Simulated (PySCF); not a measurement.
**Dy⁵²⁺ (dysprosium, charge +52): Hartree-Fock from Schrödinger to Dirac-Coulomb-Breit**

Occupied: 1s1/2, 2s1/2, 2p1/2, 2p3/2, 3s1/2, 3p1/2. Hartree-Fock calculated with PySCF 2.14 in an even-tempered Gaussian basis (17 s from 6.2 bohr⁻², ratio 2.7; 13 p from 7.5 bohr⁻², ratio 2.7), Gaussian nucleus throughout. NR is non-relativistic, sf-X2C the spin-free one-electron X2C Hamiltonian, X2C adds the bare one-electron spin-orbit term, X2C-SNSO screens it by Boettger's factors, DC is four-component Dirac-Coulomb, and the Gaunt and Breit terms are added at first order (total energies over the DC spinors, levels after relaxing the spinors in that mean field). QED terms are absent. Levels marked empty are virtual spinors of this ion; the basis has s and p functions only, so 3d, which can lie below the n = 4 levels, is absent.

```csv
Hamiltonian,E (hartree),E − E(DC) (hartree),CPU seconds
X2C,-9364.2815,2.8639,0.22
X2C-SNSO,-9363.4088,3.7366,0.22
DC,-9367.1454,0.0000,9.3
DC+Gaunt,-9356.4653,10.6801,16
DC+Breit,-9357.4348,9.7106,44
```

Task: Give the 2p spin-orbit interval with each Hamiltonian that has one.

Result: X2C 868.3; X2C-SNSO 840.1; DC 838.8; DC+Gaunt 828.7; DC+Breit 828.8 (eV).

```json
{"level (eV)": "1s1/2", "X2C": "-57866.1", "X2C-SNSO": "-57867.1", "DC": "-57925.0", "DC+Gaunt": "-57756.4", "DC+Breit": "-57767.9"}
{"level (eV)": "2s1/2", "X2C": "-12748.6", "X2C-SNSO": "-12749.0", "DC": "-12756.7", "DC+Gaunt": "-12738.8", "DC+Breit": "-12740.1"}
{"level (eV)": "2p1/2", "X2C": "-12353.4", "X2C-SNSO": "-12332.8", "DC": "-12337.1", "DC+Gaunt": "-12306.5", "DC+Breit": "-12309.6"}
{"level (eV)": "2p3/2", "X2C": "-11485.1", "X2C-SNSO": "-11492.7", "DC": "-11498.3", "DC+Gaunt": "-11477.8", "DC+Breit": "-11480.8"}
{"level (eV)": "3s1/2", "X2C": "-5086.1", "X2C-SNSO": "-5086.3", "DC": "-5088.1", "DC+Gaunt": "-5083.7", "DC+Breit": "-5084.2"}
{"level (eV)": "3p1/2", "X2C": "-4952.8", "X2C-SNSO": "-4947.6", "DC": "-4948.7", "DC+Gaunt": "-4940.9", "DC+Breit": "-4941.9"}
{"level (eV)": "3p3/2 (empty)", "X2C": "-4626.9", "X2C-SNSO": "-4628.9", "DC": "-4630.0", "DC+Gaunt": "-4625.0", "DC+Breit": "-4626.0"}
{"level (eV)": "4s1/2 (empty)", "X2C": "-2636.5", "X2C-SNSO": "-2636.5", "DC": "-2637.1", "DC+Gaunt": "-2635.5", "DC+Breit": "-2635.7"}
```

Weight of the small component: 1s1/2 0.0608, 2s1/2 0.0139, 2p1/2 0.0138, 2p3/2 0.0128, 3s1/2 0.00530, 3p1/2 0.00524, 3p3/2 0.00493, 4s1/2 0.00248.

Koopmans' value for the highest occupied level at DC+Breit: 4941.9 eV, against an ionisation energy of 4945 ± 4 eV (theoretical estimate listed by NIST; NIST Atomic Spectra Database, ionization energies); the former lacks relaxation, correlation, QED and recoil.

The whole ladder took 71 s of wall time on 1 thread of Neoverse-V1 (shared host), launched as `OMP_NUM_THREADS=1 python relrun2.py TASK.json OUT` (a driver that calls PySCF for each Hamiltonian).
